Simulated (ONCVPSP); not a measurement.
**nickel: one change to an ONCV potential, before and after**

nickel, optimised norm-conserving Vanderbilt (ONCV), made with ONCVPSP 4.0.1 (PBEsol, scalar-relativistic). Core [Ne], reference 3s2 3p6 3d8 4s2. Waves: 3s+4s: rc 1.10 bohr, ncon 5, nbas 8, qcut 12.7 1/bohr, 3 projectors, debl 1.9 Ha; 3p: rc 1.20 bohr, ncon 4, nbas 8, qcut 13 1/bohr, 3 projectors, debl 1 Ha; 3d: rc 1.30 bohr, ncon 3, nbas 7, qcut 11.1 1/bohr, 3 projectors, debl 3.9 Ha. Local part: polynomial inside 0.70 bohr (lpopt 5, dvloc0 -1 Ha). Core correction: Teter function, fcfact 1.75, rcfact 1.5.

In the p channel the program set the typed energies aside and used -2.619, 0.250, 1.250 Ha.

Change: s: qcut 14.8; p: qcut 15.1; d: qcut 12.9.

Cutoffs: the cutoffs (Ha) at which the residual kinetic energy of the hardest occupied pseudo-wave falls to 1 and 0.1 mHa per electron; they do not see the model core or the augmentation charge, which bear on the density cutoff. Errors are all-electron minus pseudo energies relative to the spin-unpolarised reference configuration.

How do hardness, ghosts and transferability respond?

The potential gets harder (61 Ha and 70 Ha → 72 Ha and 84 Ha); of the 4 tests that both files solve, the error grows in 0 and shrinks in 4 by more than 15 % and 0.3 meV (median size 7.2 → 4.1 meV); neither file shows a bound ghost.

```tsv
quantity	base	changed
cutoff, loose	61 Ha	72 Ha
cutoff, tight	70 Ha	84 Ha
loose cutoff by channel	s 61 Ha, p 45 Ha, d 51 Ha	s 72 Ha, p 43 Ha, d 62 Ha
bound ghosts	none	none
GHOST(+) flags under 300 eV	none	none
error for 3s2 3p6 3d8 4s1, meV [ΔE 9.34 eV]	+0.8	+0.4
error for 3s2 3p6 3d8 4s0, meV [ΔE 26.60 eV]	+6.2	+4.2
error for 3s2 3p6 3d7 4s0, meV [ΔE 64.04 eV]	+8.1	+4.0
error for 3s2 3p6 3d9 4s1, meV [ΔE -1.61 eV]	+16	+9.1
s: phases at 1.12 bohr within 0.05 rad from the reference energy up to (Ha; the scan ends near 5)	to the end of the scan	to the end of the scan
p: phases at 1.22 bohr within 0.05 rad from the reference energy up to (Ha; the scan ends near 5)	to the end of the scan	to the end of the scan
d: phases at 1.32 bohr within 0.05 rad from the reference energy up to (Ha; the scan ends near 5)	to the end of the scan	to the end of the scan
rms error of d²Exc/dni dnj with the model core, mHa	0.74	0.98
```
